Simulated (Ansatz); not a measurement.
Gas-phase electronic energies from Ansatz, PBE0-D4/def2-TZVP geometries. CCSD(T)/CBS adds triple-zeta CCSD(T) − MP2 to the extrapolated MP2 energy (def2 sets, frozen cores). This one scheme is used for every species.

`CB(F)F` + H₂ → `FBF` + CH₄  (hydrogenolysis of a B–C bond)

```
 species  HF/def2-SVP energy (Eh)
`CB(F)F`               -263.11231
      H₂                 -1.12893
   `FBF`               -224.08368
     CH₄                -40.16918
```

Task: Work out ΔE.

Result: ΔE = (-224.08368) + (-40.16918) − (-263.11231) − (-1.12893) = -0.01162 Eh = -0.32 eV. CCSD(T)/CBS gives -0.14 eV.

Largest T1 diagnostic among the species: 0.013.

In def2-TZVPP, CCSD(T) changes the Hartree–Fock value by +0.16 eV (the triples alone add +0.03 eV) and MP2 by +0.17 eV. At CCSD(T), def2-SVP lies −0.06 eV from the extrapolated value and def2-TZVPP −0.02 eV.
